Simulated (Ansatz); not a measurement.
Ansatz (a quantum-chemistry and plane-wave program) input (PBE/cc-pVDZ):

Ansatz 0.2 input:
```yaml
crystal:
  periodic: [false, false, false]
  atoms:
    - {symbol: B, position_ang: [0.00000000, 0.00000000, 0.00000000]}
basis:
  gaussian:
    orbitals: cc-pVDZ
hamiltonian:
  xc: {name: PBE}
magnetization: {spin_polarized: true, initial_magnetization: 1}
scf: {lower_state_search: full}
```

Output:

```
Functional definition: PBE
integrals: 0.00 GiB planned
143 factors; their error is unknown
mean field: 0.04 GiB planned
mean field evaluation 1: about -669.5381 eV, gradient 2.6e0 eV
mean field evaluation 2: about -669.6014 eV, gradient 8.1e-1 eV
mean field evaluation 4: about -669.6091 eV, gradient 2.0e-3 eV
mean field evaluation 8: about -669.5963 eV, gradient 7.0e-5 eV
mean field evaluation 16: about -669.5962 eV, gradient 8.3e-2 eV
mean field evaluation 32: about -669.5321 eV, gradient 2.6e0 eV
mean field evaluation 64: about -669.5963 eV, gradient 8.3e-4 eV
mean field -669.59628271 eV, -24.6072095209 hartree, gradient 3.1e-5 eV, S^2 0.752587; 8 other end points of the search recorded, 0 dependent functions left out
reference -669.59630544 eV, -24.6072103564 hartree; 3, 2 occupied and 11, 12 virtual orbitals, 143 factors
Total energy: -669.59630544 eV, -24.6072103564 hartree
```
